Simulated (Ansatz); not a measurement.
C₂H₆GaNSi, SMILES `C#C[SiH](N)[GaH2]`, relaxed with RKS PBE0-D4/def2-TZVP in Ansatz 0.2.0 from a GFN2-xTB geometry. The force threshold is 0.005 eV/Å; the program also tests the step.

Charge 0, multiplicity 1.

Start:

```xyz
11

C     0.205   -0.540    2.801
C    -0.053   -0.553    1.626
Si   -0.431   -0.520   -0.206
N     0.892   -1.011   -1.212
Ga   -0.774    1.722   -1.041
H     0.427   -0.535    3.831
H    -1.466   -1.555   -0.419
H     1.328   -1.912   -1.099
H     1.586   -0.319   -1.456
H     0.280    2.466   -2.040
H    -1.995    2.757   -0.786
```

Q: By how much does the energy fall, and how many steps does the optimiser take? (Best estimate.)

A: The calculation gave: 16.28 kJ/mol, in 16 steps, 1 of them rejected.

Q: Which bonds change most? (Estimate.)

A: Ansatz gave: Ga5–H10 from 1.631 to 1.577 Å; Ga5–H11 from 1.621 to 1.572 Å; C2–Si3 from 1.871 to 1.842 Å; C1–H6 from 1.053 to 1.066 Å.

Q: Give the relaxed structure. (Best estimate.)

A: The calculation gave: 
```xyz
11

C     0.208   -0.307    2.655
C    -0.018   -0.457    1.477
Si   -0.352   -0.539   -0.333
N     0.933   -1.165   -1.290
Ga   -0.788    1.760   -0.905
H     0.406   -0.190    3.696
H    -1.506   -1.461   -0.489
H     1.191   -2.137   -1.209
H     1.746   -0.594   -1.457
H     0.384    2.675   -1.429
H    -2.204    2.416   -0.715
```
